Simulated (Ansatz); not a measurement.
Geometry optimisation, Ansatz, RKS PBE0/STO-3G.

The input (input.yaml):

```yaml
crystal:
  periodic: [false, false, false]
  atoms:
    - { symbol: "N", position_ang: [-0.477, -2.1416, -1.1255] }
    - { symbol: Si, position_ang: [-0.0617, -1.5897, 0.5115] }
    - { symbol: B, position_ang: [1.185, -0.1287, 0.3875] }
    - { symbol: F, position_ang: [0.85144, 1.23728, 1.02756] }
    - { symbol: Si, position_ang: [2.89683, -0.33314, -0.46942] }
    - { symbol: F, position_ang: [3.77713, -1.53207, 0.28225] }
    - { symbol: Al, position_ang: [2.53486, -0.90316, -2.72497] }
    - { symbol: H, position_ang: [-1.1404, -2.8868, -1.0349] }
    - { symbol: H, position_ang: [0.3413, -2.45, -1.5526] }
    - { symbol: H, position_ang: [0.552, -2.7187, 1.249] }
    - { symbol: H, position_ang: [-1.2618, -1.1289, 1.2599] }
    - { symbol: H, position_ang: [3.63606, 0.96536, -0.42868] }
    - { symbol: H, position_ang: [3.8014, -1.21759, -3.74232] }
    - { symbol: H, position_ang: [1.03437, -1.11365, -3.31364] }
basis:
  gaussian: { orbitals: STO-3G }
hamiltonian:
  xc: pbe0
relax:
  f_tol: 0.015
  max_steps: 40
```

Command:

```bash
$ ansatz run input.yaml --threads 1 --pin off --max-ram 2048MiB --backend cpu --events-out ev --progress --plain --runs-dir out
```

Question: Where does it end, and by what steps?

Answer: The run converged. Limits of this set-up: minimal basis. After 39 steps the energy has fallen by 2.295 eV; H14 moved furthest, 2.78 Å.

```tsv
step	energy less start (eV)	largest force component (eV/Å)	accepted
0	0.0000	6.419	yes
2	-1.7473	1.150	yes
4	-1.8183	0.227	yes
6	-1.8450	0.171	yes
8	-1.8574	0.246	yes
10	-1.8682	0.414	yes
12	-1.8884	0.407	yes
14	-1.9079	0.402	yes
16	-1.9379	0.092	yes
18	-1.9772	0.408	yes
20	-2.1575	0.433	yes
22	-2.2521	0.507	yes
24	-2.2754	0.163	yes
26	-2.2854	0.644	yes
28	-2.2924	0.027	yes
30	-2.2925	0.060	yes
32	-2.2936	0.044	yes
34	-2.2943	0.019	yes
36	-2.2946	0.023	yes
38	-2.2943	0.063	no
39	-2.2947	0.008	yes
```

```xyz
14
Properties=species:S:1:pos:R:3
N 0.095 -2.767 -0.505
Si -0.347 -1.445 0.597
B 0.993 -0.044 0.164
F 0.835 1.226 0.470
Si 2.608 -0.688 -0.810
F 2.643 -2.357 -0.519
Al 2.676 -0.227 -3.067
H -0.206 -3.689 -0.111
H 1.164 -2.792 -0.518
H -0.272 -1.787 2.011
H -1.727 -1.063 0.372
H 3.813 -0.191 -0.158
H 2.833 -1.318 -4.085
H 2.562 1.202 -3.514
```

Whether the end is a true minimum wasn't checked by a vibrational analysis.

Run time: 2.9 min on 1 thread of Intel(R) Xeon(R) Platinum 8488C (Sapphire Rapids), on a shared host, peak memory 0.2 GiB.
